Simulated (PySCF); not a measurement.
CH5AlO, SMILES [AlH2][O]C. Atoms are numbered in the order given.

```xyz
8

Al    -0.0885    -1.1939     0.0000
H      1.0176    -2.3094     0.0000
H     -1.6444    -1.4659     0.0000
O      0.4603     0.4037     0.0000
C     -0.1583     1.6677     0.0000
H     -1.2522     1.5967     0.0000
H      0.1486     2.2319     0.8850
H      0.1486     2.2319    -0.8850
```

Geometry optimised at B3LYP-D3(BJ)/def2-TZVP.

Calculation: B3LYP/pcJ-1 (PySCF).

Isotropic couplings with Fermi-contact, spin-dipole and both spin-orbit terms, one fixed conformer, no vibrational averaging. Isotopes: 13C, 1H.

Task: Estimate the spin–spin coupling constants. (The exact figures need the calculation; the answer reports its results.)

Result: 
```
pair   bonds apart  J (Hz)
-----  -----------  ------
C5–H6            1   141.4
C5–H7            1   147.9
C5–H8            1   147.9
H2–H3            2    63.7
H6–H7            2   -10.5
H6–H8            2   -10.5
H7–H8            2   -12.1
H2–C5            3     5.0
H3–C5            3     0.7
H2–H6            4    -1.0
H2–H7            4    -0.7
H2–H8            4    -0.7
H3–H7            4    -0.4
H3–H8            4    -0.4
```
